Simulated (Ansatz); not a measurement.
Relative stability

The two ends of one reaction step of BNH₂BrF, singlet (PBE0-D4/def2-TZVP).

A:

```tsv
atom	x (Å)	y (Å)	z (Å)
B1	0.4630	0.2851	-0.2511
Br2	1.0039	-0.5000	-1.9299
N3	-0.5934	-0.2423	0.4741
H4	-1.1176	-1.0414	0.1684
F5	1.1311	1.3431	0.1881
H6	-0.8870	0.1555	1.3503
```

B:

```json
{"atom": "B1", "x (Å)": "0.4589", "y (Å)": "1.0205", "z (Å)": "0.6660"}
{"atom": "Br2", "x (Å)": "-0.0651", "y (Å)": "-1.7562", "z (Å)": "-2.0915"}
{"atom": "N3", "x (Å)": "-0.4157", "y (Å)": "0.1315", "z (Å)": "0.7055"}
{"atom": "H4", "x (Å)": "-0.1901", "y (Å)": "-0.9314", "z (Å)": "-0.9077"}
{"atom": "F5", "x (Å)": "1.3966", "y (Å)": "1.8842", "z (Å)": "0.5128"}
{"atom": "H6", "x (Å)": "-1.1846", "y (Å)": "-0.3486", "z (Å)": "1.1147"}
```

Program: Ansatz 0.2.0. Basis: def2-TZVPP. Cores are frozen in the correlated methods. Filled d shells of the heavier atoms are correlated. The def2 sets are not built for correlating such inner shells, so the correlated values are less sure here. B3LYP uses VWN-RPA correlation.

Question: Which structure is lower at CCSD(T), and by how much? (Judge from chemistry; the value comes from the calculation.)

Answer: Computed: A, by 258.0 kJ/mol (electronic energy, against the other). By their contacts, A is BNH₂BrF ([NH2][B]([F])[Br]) and B is a complex of BNHF ([NH][B][F]) + HBr.

All methods give the same order:

```tsv
method	E(B) − E(A) (kJ/mol)
SPW92	265.2
PBE-D4	248.6
BLYP-D4	229.3
r2SCAN-D4	262.0
B97M-V	256.4
PBE0-D4	265.7
B3LYP-D4	245.8
r2SCAN0-D4	272.7
BHLYP-D4	265.1
CAM-B3LYP-D4	254.6
wB97X-V	266.8
wB97M-V	260.0
B2PLYP	249.0
PBE-QIDH	272.9
RPA on PBE	253.8
HF	269.4
MP2	258.0
CCSD	261.4
CCSD(T)	258.0
```

The T1 diagnostic stays at or below 0.011.

Labels in which every atom is bracketed show which atoms are joined, not bond orders.

For scale, one of the runs: CCSD(T)/def2-TZVPP, 169 basis functions, launched by `ansatz run in.yaml --threads 4 --pin off --events-out ev --progress --plain --max-ram 9574MiB`. Hardware: 4 CPU threads of an Arm Neoverse V1, shared host. Wall time 35 s; peak host memory 1.5 GiB.
